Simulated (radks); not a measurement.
Valence configurations of V2+ (all share [Ar]). All-electron calculation, non-relativistic Kohn-Sham, r2SCAN, spin-polarised, spherical densities, point nucleus; open shells are filled with parallel spins first; meta-GGA in the generalised Kohn-Sham scheme. Program: a radial shooting solver on a logarithmic mesh with Libxc functionals. Energies are relative to 3d3; eigenvalues in eV for spin up.

valence          E (eV)  moment (Bohr magnetons)    e(3d)    e(4p)    e(4s)
3d3               0.000                        3  -22.469        -        -
3d2 4p1          11.484                        3  -28.919  -15.674        -
3d2.5 4s0.5       2.784                        3  -25.166        -  -19.132
3d2.5 4p0.5       5.320                        3  -25.667  -14.223        -
3d1 4p2          26.777                        3  -35.644  -18.180        -
3d1.5 4s1 4p0.5  12.962                        3  -31.258  -16.502  -22.239
3d2 4s1           6.083                        3  -27.915        -  -20.676
3d1.5 4p1.5      18.603                        3  -32.245  -16.983        -
3d1 4s2          17.070                        1  -33.682        -  -22.161

NIST lists [Ar] 3d3 as the ground configuration; this level of theory agrees among the configurations tried. The energies are those of spherical high-spin densities, not of single terms.
